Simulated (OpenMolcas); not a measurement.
# Ir5+ in a point-charge field

Ir5+ among 6 point charges of -1.7 e arranged as a tetragonal octahedron (D4h), 2.25 Å from the ion, with the axial distance 2.835 Å.
```
   2.2500    0.0000    0.0000  -1.70
   0.0000    2.2500    0.0000  -1.70
  -2.2500    0.0000    0.0000  -1.70
   0.0000   -2.2500    0.0000  -1.70
   0.0000    0.0000    2.8350  -1.70
   0.0000    0.0000   -2.8350  -1.70
```

- Program: OpenMolcas 26.06
- Method: CASSCF
- Basis: ANO-RCC-VTZP [8s7p5d3f1g]
- Scalar Hamiltonian: DKH2, point nucleus
- Active space: 4 electrons in 5 orbitals (5d)
- State averaging: 2S+1 = 5 even, 5 roots; 2S+1 = 3 even, 45 roots; 2S+1 = 1 even, 50 roots
- Spin-orbit coupling: RASSI with atomic mean-field integrals over the reference wave functions

The lowest spin-free states (labels of D4, the rotations of D4h), above the lowest:

| State | Degeneracy | E (cm-1) | Free-ion L (%) |
| --- | --- | --- | --- |
| 5B1 | 1 | 0.0 | D (100) |
| 5B2 | 1 | 3830 | D (100) |
| 5A1 | 1 | 6891 | D (100) |
| 5E | 2 | 7593 | D (100) |
| 3E | 2 | 20489 | H (71) |
| 3A2 | 1 | 21034 | H (77) |
| 3B1 | 1 | 21042 | H (82) |
| 3A1 | 1 | 22536 | H (73) |
| 3E | 2 | 23558 | H (67) |
| 3B2 | 1 | 24419 | H (92) |
| 3E | 2 | 24507 | P (45) |
| 3A2 | 1 | 24758 | H (84) |
| 3B1 | 1 | 24909 | F (73) |
| 3A2 | 1 | 25370 | P (54) |
| 3E | 2 | 25917 | H (45) |
| 3B2 | 1 | 26503 | F (86) |
| 3E | 2 | 27595 | F (47) |
| 3A1 | 1 | 27900 | G (76) |
| 3E | 2 | 28212 | G (44) |
| 3A2 | 1 | 28727 | F (50) |

The lowest levels with spin-orbit coupling:

| E (cm-1) | Degeneracy | Label | 2S+1 | g |
| --- | --- | --- | --- | --- |
| 0.0 | 1 | A1 | 5 (68 %) |  |
| 3364 | 1 | A2 | 5 (87 %) |  |
| 5679 | 2 | E | 5 (87 %) | 0.00 0.00 0.76 |
| 8293 | 1 | B1 | 5 |  |
| 9960 | 1 | A1 | 5 (88 %) |  |
| 10391 | 2 | E | 5 (89 %) | 0.00 0.00 2.63 |
| 11235 | 1 | B2 | 5 |  |
| 12953 | 2 | E | 5 (84 %) | 0.00 0.00 6.34 |
| 14421 | 1 | B1 | 5 (87 %) |  |
| 14763 | 1 | A2 | 5 (79 %) |  |
| 14858 | 1 | B2 | 5 (86 %) |  |
| 14946 | 1 | A1 | 5 (77 %) |  |
| 15695 | 2 | E | 5 (85 %) | 0.00 0.00 3.53 |
| 15967 | 1 | A2 | 5 (83 %) |  |
| 17989 | 1 | B2 | 5 (60 %) |  |
| 18083 | 2 | E | 5 (61 %) | 0.00 0.00 0.04 |
| 18111 | 1 | A1 | 5 (58 %) |  |
| 18269 | 1 | B1 | 5 (66 %) |  |
| 18349 | 2 | E | 5 (71 %) | 0.00 0.00 6.16 |
| 23328 | 1 | A1 | 3 (53 %) |  |

Powder χT (cm3 K/mol): 0 at 2 K, 0.00231 at 10 K, 0.0115 at 50 K, 0.0231 at 100 K, 0.0461 at 200 K, 0.0692 at 300 K. The effective moment at 300 K is 2.828 √(χT) = 0.74 μB.

Spin-orbit coupling mixes the spin-free states strongly: the lowest level takes only 30 % from its leading state, 5B1. Without dynamic correlation the repulsion within the d shell is too large (B by tens of per cent), so at a given field states of lower spin stand too high. Point charges give a weaker field than real ligands, and real ions of this kind are as a rule low spin; the high spin found here belongs to the model. This is an electrostatic model: the charges have no orbitals. No measured value stands beside these numbers.

The RASSCF and RASSI steps took 14 s on 1 thread of AMD EPYC 9B45 (Zen 5) (shared host); the integral step is not counted.

With an even number of electrons the g values are those of a degenerate or nearly degenerate non-Kramers pair.
